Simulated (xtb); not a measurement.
Cl2Pb, triplet, from a rough starting geometry (GFN-xTB shapes and energies of metal compounds can be far from the true ones) (the spin is typed, not shown lowest); GFN2-xTB run with xtb.

The xtb input:
```
$ xtb mol.xyz --gfn 2 --uhf 2 --opt vtight --json

# file mol.xyz
3

Pb     0.00786875    -0.01893436     1.08340280
Cl     1.28445079     1.46497378    -0.51919570
Cl    -1.27758513    -1.37638441    -0.52719608
```

What the program printed (banner, timings and long lists left out):

```
   ID    Z sym.   atoms
    1   82 Pb     1
    2   17 Cl     2, 3

           -------------------------------------------------
          |                Calculation Setup                |
           -------------------------------------------------

           -------------------------------------------------
          |                 G F N 2 - x T B                 |
           -------------------------------------------------

          ...................................................
          :                      SETUP                      :
          :.................................................:
          :  # basis functions                  24          :
          :  # atomic orbitals                  22          :
          :  # shells                            8          :
          :  # electrons                        18          :
          :  max. iterations                   250          :
          :  Hamiltonian                  GFN2-xTB          :
          :  restarted?                      false          :
          :  GBSA solvation                  false          :
          :  PC potential                    false          :
          :  electronic temp.          300.0000000     K    :
          :  accuracy                    1.0000000          :
          :  -> integral cutoff          0.2500000E+02      :
          :  -> integral neglect         0.1000000E-07      :
          :  -> SCF convergence          0.1000000E-05 Eh   :
          :  -> wf. convergence          0.1000000E-03 e    :
          :  Broyden damping             0.4000000          :
          :  net charge                          0          :
          :  unpaired electrons                  2          :
          ...................................................

 iter      E             dE          RMSdq      gap      omega  full diag
   1    -11.3672799 -0.113673E+02  0.211E+01    3.51       0.0  T
   2    -11.3609298  0.635005E-02  0.129E+01    3.50       1.0  T
   3    -11.3010121  0.599177E-01  0.793E+00    3.51       1.0  T
   4    -11.3290904 -0.280783E-01  0.549E+00    3.50       1.0  T
   5    -11.3381905 -0.910007E-02  0.415E+00    3.48       1.0  T
   6    -11.3634551 -0.252646E-01  0.231E+00    3.49       1.0  T
   7    -11.3637494 -0.294317E-03  0.193E+00    3.49       1.0  T
   8    -11.3669994 -0.324996E-02  0.833E-01    3.49       1.0  T
   9    -11.3674940 -0.494658E-03  0.514E-01    3.49       1.0  T
  10    -11.3677609 -0.266829E-03  0.210E-01    3.49       1.0  T
  11    -11.3677577  0.314084E-05  0.285E-01    3.49       1.0  T
  12    -11.3675187  0.239055E-03  0.562E-01    3.49       1.0  T
  13    -11.3677413 -0.222650E-03  0.258E-01    3.49       1.0  T
  14    -11.3677513 -0.100071E-04  0.240E-01    3.49       1.0  T
  15    -11.3678048 -0.534925E-04  0.593E-02    3.49       1.0  T
  16    -11.3678072 -0.239361E-05  0.188E-02    3.49       3.1  T
  17    -11.3678059  0.127322E-05  0.427E-02    3.49       1.4  T
  18    -11.3678076 -0.166051E-05  0.566E-03    3.49      10.2  T
  19    -11.3678076 -0.110284E-07  0.284E-03    3.49      20.3  T
  20    -11.3678076 -0.690284E-08  0.665E-04    3.49      86.9  T
  21    -11.3678076  0.436906E-09  0.835E-04    3.49      69.1  T

   *** convergence criteria satisfied after 21 iterations ***

 transition dipole moment (au) for excitation:           9          10
     X       Y       Z
  -0.0318   0.0287   0.0012  total (au/Debye):    0.043   0.109
 dE (eV)             :    4.473
 oscillator strength :  0.28430E-03

         :::::::::::::::::::::::::::::::::::::::::::::::::::::
         ::                     SUMMARY                     ::
         :::::::::::::::::::::::::::::::::::::::::::::::::::::
         :: total energy             -11.367156824344 Eh    ::
         :: gradient norm              0.047184255051 Eh/a0 ::
         :: HOMO-LUMO gap              3.486698594424 eV    ::
         ::.................................................::
         :: SCC energy               -11.367807550271 Eh    ::
         :: -> isotropic ES            0.015598426500 Eh    ::
         :: -> anisotropic ES         -0.001277883283 Eh    ::
         :: -> anisotropic XC         -0.000326940368 Eh    ::
         :: -> dispersion             -0.002262709699 Eh    ::
         :: repulsion energy           0.000650725927 Eh    ::
         :: add. restraining           0.000000000000 Eh    ::
         :: total charge               0.000000000003 e     ::
         :::::::::::::::::::::::::::::::::::::::::::::::::::::

      -----------------------------------------------------------
     |                   =====================                   |
     |                        A N C O P T                        |
     |                   =====================                   |
     |               Approximate Normal Coordinate               |
     |                Rational Function Optimizer                |
      -----------------------------------------------------------
      -----------------------------------------------------------
     |                   =====================                   |
     |                        A N C O P T                        |
     |                   =====================                   |
     |               Approximate Normal Coordinate               |
     |                Rational Function Optimizer                |
      -----------------------------------------------------------

          ...................................................
          :                      SETUP                      :
          :.................................................:
          :   optimization level         verytight          :
          :   max. optcycles                   200          :
          :   ANC micro-cycles                  20          :
          :   degrees of freedom                 3          :
          :.................................................:
[...]
 * total energy  :   -11.3764770 Eh     change       -0.9962145E-04 Eh
 * total energy  :   -11.3769673 Eh     change       -0.4903392E-03 Eh
 * total energy  :   -11.3788272 Eh     change       -0.1859864E-02 Eh
 * total energy  :   -11.3834361 Eh     change       -0.4608877E-02 Eh
 * total energy  :   -11.3655919 Eh     change        0.1784414E-01 Eh
 * total energy  :   -11.3839685 Eh     change       -0.1837657E-01 Eh
 * total energy  :   -11.3826868 Eh     change        0.1281739E-02 Eh
 * total energy  :   -11.3840874 Eh     change       -0.1400641E-02 Eh
 * total energy  :   -11.3840286 Eh     change        0.5881373E-04 Eh
 * total energy  :   -11.3841070 Eh     change       -0.7842324E-04 Eh
 * total energy  :   -11.3841126 Eh     change       -0.5546109E-05 Eh
 * total energy  :   -11.3841143 Eh     change       -0.1735893E-05 Eh
 * total energy  :   -11.3841143 Eh     change       -0.4067351E-08 Eh
   *** GEOMETRY OPTIMIZATION CONVERGED AFTER 29 ITERATIONS ***
[...]
          :  -> integral neglect         0.1000000E-07      :
          :  -> SCF convergence          0.1000000E-05 Eh   :
          :  -> wf. convergence          0.1000000E-03 e    :
          :  Broyden damping             0.4000000          :
          :  net charge                          0          :
          :  unpaired electrons                  2          :
          ...................................................

 iter      E             dE          RMSdq      gap      omega  full diag
   1    -11.3842324 -0.113842E+02  0.952E-05    1.45       0.0  T
   2    -11.3842324 -0.308553E-11  0.751E-05    1.45     768.8  T
   3    -11.3842324 -0.239986E-11  0.594E-05    1.45     971.3  T

   *** convergence criteria satisfied after 3 iterations ***

 transition dipole moment (au) for excitation:           9          10
     X       Y       Z
   0.0000  -0.0000  -0.0000  total (au/Debye):    0.000   0.000
 dE (eV)             :    2.674
 oscillator strength :  0.50438E-16

         :::::::::::::::::::::::::::::::::::::::::::::::::::::
         ::                     SUMMARY                     ::
         :::::::::::::::::::::::::::::::::::::::::::::::::::::
         :: total energy             -11.384114295031 Eh    ::
         :: gradient norm              0.000003701250 Eh/a0 ::
         :: HOMO-LUMO gap              1.448473977981 eV    ::
         ::.................................................::
         :: SCC energy               -11.384232288127 Eh    ::
         :: -> isotropic ES            0.024040484540 Eh    ::
         :: -> anisotropic ES         -0.003062082158 Eh    ::
         :: -> anisotropic XC          0.000273236481 Eh    ::
         :: -> dispersion             -0.002471261031 Eh    ::
         :: repulsion energy           0.000117993097 Eh    ::
         :: add. restraining           0.000000000000 Eh    ::
         :: total charge               0.000000000000 e     ::
         :::::::::::::::::::::::::::::::::::::::::::::::::::::

           -------------------------------------------------
          |                Property Printout                |
           -------------------------------------------------

    * Orbital Energies and Occupations

         #    Occupation            Energy/Eh            Energy/eV
      -------------------------------------------------------------
         1        2.0000           -1.0536267             -28.6706
         2        2.0000           -1.0449363             -28.4342
         3        2.0000           -0.8931591             -24.3041
         4        2.0000           -0.4614062             -12.5555
         5        2.0000           -0.4404992             -11.9866
         6        2.0000           -0.4359271             -11.8622
         7        2.0000           -0.4357037             -11.8561
         8        2.0000           -0.4201795             -11.4337
         9        1.0000           -0.3881554             -10.5622
        10        1.0000           -0.2898930              -7.8884 (HOMO)
        11                         -0.2366626              -6.4399 (LUMO)
        12                         -0.1387028              -3.7743
        13                          0.0239833               0.6526
        14                          0.0245117               0.6670
        15                          0.0249274               0.6783
        16                          0.0251085               0.6832
        17                          0.0257565               0.7009
        18                          0.0262833               0.7152
        19                          0.0265614               0.7228
        20                          0.0268441               0.7305
        21                          0.0324530               0.8831
        22                          0.0419902               1.1426
      -------------------------------------------------------------
                  HL-Gap            0.0532304 Eh            1.4485 eV
             Fermi-level           -0.3337226 Eh           -9.0811 eV

     #   Z          covCN         q      C6AA      α(0)
     1  82 Pb       1.552     0.457   441.080    44.165
     2  17 Cl       1.283    -0.229   106.418    15.783
     3  17 Cl       1.283    -0.229   106.418    15.783

 Mol. C6AA /au·bohr⁶  :       1706.021571
 Mol. C8AA /au·bohr⁸  :     155801.725604
 Mol. α(0) /au        :         75.729968

Wiberg/Mayer (AO) data.
largest (>0.10) Wiberg bond orders for each atom

 ---------------------------------------------------------------------------
     #   Z sym  total        # sym  WBO       # sym  WBO       # sym  WBO
 ---------------------------------------------------------------------------
     1  82 Pb   0.962 --     3 Cl   0.481     2 Cl   0.481
     2  17 Cl   0.969 --     3 Cl   0.488     1 Pb   0.481
     3  17 Cl   0.969 --     2 Cl   0.488     1 Pb   0.481
 ---------------------------------------------------------------------------

Topologies differ in total number of bonds
Writing topology from bond orders to xtbtopo.mol

molecular dipole:
                 x           y           z       tot (Debye)
 q only:        0.034      -0.048       2.025
   full:        0.034      -0.049       2.048       5.208
molecular quadrupole (traceless):
                xx          xy          yy          xz          yz          zz
 q only:       -2.026      -2.106      -2.468       0.085       0.004       4.494
  q+dip:       -2.967      -2.459      -3.481       0.126      -0.060       6.448
   full:       -3.972       0.982      -3.772       0.246      -0.155       7.743

optimized geometry written to: xtbopt.xyz

           -------------------------------------------------
          | TOTAL ENERGY              -11.384114295031 Eh   |
          | GRADIENT NORM               0.000003701250 Eh/α |
          | HOMO-LUMO GAP               1.448473977981 eV   |
           -------------------------------------------------

normal termination of xtb
```
